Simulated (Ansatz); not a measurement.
Stepwise reaction of `CC[Si]CC` with hydrogen fluoride, as a gas-phase model of exchange steps in deposition or etching. ΔE in kJ/mol; ΔG adds harmonic PBE0-D4 terms to CCSD(T)/CBS, at 1 bar.

Calculated with Ansatz (gas phase, PBE0-D4/def2-TZVP geometries, no zero-point term in ΔE). CCSD(T)/CBS adds triple-zeta CCSD(T) − MP2 to the extrapolated MP2 energy (def2 sets, frozen cores). This one scheme is used for every species. DFT in def2-TZVPP. B3LYP here is the variant with VWN-RPA as its local correlation; programs differ in this. One conformer a species, not always the lowest.

```
step                           reaction  PBE-D4  B3LYP-D4  ωB97M-V  CCSD(T)/CBS  ΔG(400 K)
   2  `CC[Si]F` + H–F → `F[Si]F` + `CC`  -200.9    -213.0   -213.8       -205.5     -195.2
```

(1) Give the row of step 1, `CC[Si]CC` + H–F → `CC[Si]F` + `CC`. (Best estimate.)

(2) By hand: ΔE of the 2 steps together at CCSD(T)/CBS.

Results:

(1) Ansatz gave: 
| step | reaction | PBE-D4 | B3LYP-D4 | ωB97M-V | CCSD(T)/CBS | ΔG(400 K) |
| --- | --- | --- | --- | --- | --- | --- |
| 1 | `CC[Si]CC` + H–F → `CC[Si]F` + `CC` | -179.8 | -192.9 | -192.3 | -181.8 | -183.3 |

(2) (-181.8) + (-205.5) = -387.3 kJ/mol, or -193.7 kJ/mol a step.

In ΔE each step is lower than the one before. All are downhill at CCSD(T)/CBS. ΔG lies between -195.2 and -183.3 kJ/mol a step. PBE-D4 differs from CCSD(T)/CBS by 2.0 to 4.6 kJ/mol a step. Isolated molecules leave out the surface, adducts and barriers. Largest T1 diagnostic: 0.015.
